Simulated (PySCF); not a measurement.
# Circular dichroism: `O=C(O)[C@@H]1C[C@]1(Cl)C(F)F`, C5H5ClF2O2

Molfile (atoms numbered from 1):
```
C5H5ClF2O2
     RDKit          3D

 15 15  0  0  0  0  0  0  0  0999 V2000
    1.4223    1.2102   -0.8380 O   0  0  0  0  0  0  0  0  0  0  0  0
    1.2818    0.8651    0.3070 C   0  0  0  0  0  0  0  0  0  0  0  0
    1.8331    1.5037    1.3366 O   0  0  0  0  0  0  0  0  0  0  0  0
    0.4981   -0.3186    0.7529 C   0  0  2  0  0  0  0  0  0  0  0  0
    0.3154   -1.4712   -0.2036 C   0  0  0  0  0  0  0  0  0  0  0  0
   -0.8508   -0.6041    0.1208 C   0  0  1  0  0  0  0  0  0  0  0  0
   -2.0971   -1.2404    1.1922 Cl  0  0  0  0  0  0  0  0  0  0  0  0
   -1.4123    0.3310   -0.9256 C   0  0  0  0  0  0  0  0  0  0  0  0
   -2.3835   -0.2805   -1.6409 F   0  0  0  0  0  0  0  0  0  0  0  0
   -1.9849    1.4154   -0.3532 F   0  0  0  0  0  0  0  0  0  0  0  0
    2.3362    2.2770    1.0332 H   0  0  0  0  0  0  0  0  0  0  0  0
    0.5877   -0.5260    1.8105 H   0  0  0  0  0  0  0  0  0  0  0  0
    0.3345   -2.4718    0.1973 H   0  0  0  0  0  0  0  0  0  0  0  0
    0.7537   -1.3633   -1.1855 H   0  0  0  0  0  0  0  0  0  0  0  0
   -0.6387    0.6814   -1.6255 H   0  0  0  0  0  0  0  0  0  0  0  0
  1  2  2  0
  2  3  1  0
  2  4  1  0
  4  5  1  0
  5  6  1  0
  6  7  1  1
  6  8  1  0
  8  9  1  0
  8 10  1  0
  6  4  1  0
  3 11  1  0
  4 12  1  1
  5 13  1  0
  5 14  1  0
  8 15  1  0
M  END
```

Method used: TDDFT LC-wPBE/def2-SVPD circular dichroism and optical rotation, one conformer, gas phase (PySCF 2.14.0). Geometry: GFN2-xTB.

The molecule is flexible and this is one conformer; a measurement averages over conformers.

(1) Assign R or S to each stereocentre.

(2) List the lowest 12 singlet excitations with oscillator and rotatory strengths.

Results:

(1) C4 S, C6 R.

(2) Rotatory strengths R in 10⁻⁴⁰ esu² cm², velocity form and length form (origin at the centre of mass); f in length form.
```csv
state,E (eV),λ (nm),f,R (velocity),R (length),main
1,5.89,210,0.0007,-3.9,-3.8,"HOMO−1→LUMO 0.59, HOMO→LUMO 0.15"
2,7.12,174,0.007,+1.1,+0.5,"HOMO→LUMO+2 0.39, HOMO→LUMO 0.29"
3,7.58,164,0.013,-12.7,-12.7,"HOMO−2→LUMO+2 0.36, HOMO−2→LUMO 0.33"
4,8.09,153,0.205,-31.1,-32.2,"HOMO→LUMO 0.24, HOMO−3→LUMO 0.18"
5,8.38,148,0.024,+9.3,+9.4,"HOMO−3→LUMO 0.20, HOMO→LUMO 0.14"
6,8.56,145,0.011,+21.7,+22.0,"HOMO−2→LUMO 0.21, HOMO−1→LUMO+1 0.19"
7,8.91,139,0.285,-41.2,-41.2,"HOMO−3→LUMO 0.29, HOMO−1→LUMO+1 0.23"
8,9.15,136,0.041,+25.4,+25.2,"HOMO→LUMO+3 0.44, HOMO→LUMO+4 0.26"
9,9.23,134,0.004,-9.1,-9.3,HOMO−3→LUMO+1 0.55
10,9.29,134,0.002,+9.3,+9.6,"HOMO−1→LUMO+2 0.22, HOMO−5→LUMO 0.09"
11,9.39,132,0.047,-52.9,-53.8,"HOMO−8→LUMO 0.19, HOMO−7→LUMO 0.17"
12,9.45,131,0.065,+28.2,+28.0,"HOMO−2→LUMO+3 0.20, HOMO−2→LUMO+4 0.12"
```

Among the states computed, the strongest CD band (largest |R|) is state 11. The largest dissymmetry factor in size, g = 4R/(D+G), with D and G the electric and magnetic dipole strengths, is +0.062 for state 10 (velocity form, f = 0.002), among bands with |R| over 0.5. The mirror image has the same energies and oscillator strengths and all R with the opposite sign.
